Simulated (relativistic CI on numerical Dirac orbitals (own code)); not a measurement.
**Cu²⁺ (3d9) in a crystal field**

Calculated by Dirac-Coulomb-Breit CI, KLI orbitals optimised for each configuration, QED by a radiative potential, valence Slater integrals scaled by 0.75, one configuration in a parametric crystal field (own radial code).

Field parameters in Wybourne normalisation: D4h B²₀ = −7Ds, B⁴₀ = 21(Dq − Dt), B⁴₄ = 21√(5/14) Dq. The field is a parameter set, without covalency.

S is read from ⟨S²⟩ = S(S + 1).

Powder χT (cm³ K mol⁻¹) by Van Vleck's formula, with temperature-independent terms:

| Field | 2 K | 5 K | 10 K | 20 K | 50 K | 100 K | 200 K | 300 K |
| --- | --- | --- | --- | --- | --- | --- | --- | --- |
| D4h, 10Dq = 14600, Ds = -1500, Dt = -10 cm⁻¹ | 0.45 | 0.45 | 0.45 | 0.451 | 0.453 | 0.456 | 0.462 | 0.469 |
| D4h, 10Dq = 14600, Ds = 3000, Dt = -10 cm⁻¹ | 0.448 | 0.449 | 0.449 | 0.449 | 0.451 | 0.454 | 0.461 | 0.467 |
| D4h, 10Dq = 14600, Ds = 2590, Dt = -10 cm⁻¹ | 0.449 | 0.449 | 0.45 | 0.45 | 0.452 | 0.455 | 0.462 | 0.468 |
| D4h, 10Dq = 14600, Ds = 2180, Dt = -10 cm⁻¹ | 0.45 | 0.45 | 0.451 | 0.451 | 0.453 | 0.456 | 0.463 | 0.469 |
| D4h, 10Dq = 14600, Ds = 1770, Dt = -10 cm⁻¹ | 0.451 | 0.451 | 0.452 | 0.452 | 0.454 | 0.457 | 0.464 | 0.47 |
| D4h, 10Dq = 14600, Ds = 1360, Dt = -10 cm⁻¹ | 0.452 | 0.452 | 0.453 | 0.453 | 0.455 | 0.459 | 0.465 | 0.472 |
| D4h, 10Dq = 14600, Ds = 950, Dt = -10 cm⁻¹ | 0.454 | 0.454 | 0.454 | 0.455 | 0.457 | 0.46 | 0.467 | 0.474 |
| D4h, 10Dq = 14600, Ds = 550, Dt = -10 cm⁻¹ | 0.455 | 0.455 | 0.456 | 0.456 | 0.458 | 0.462 | 0.469 | 0.476 |

Problem. For D4h, 10Dq = 14600, Ds = 2180, Dt = -10 cm⁻¹: what effective moment follows at 300 K?

Solution. μ_eff = √(8χT) = 1.94 μB. The ground level has S = 0.50; the spin-only moment for S = 1/2 is 1.73 μB. The difference comes from the orbital moment, spin-orbit mixing of terms and temperature-independent paramagnetism, all larger in this ionic model than in covalent complexes.
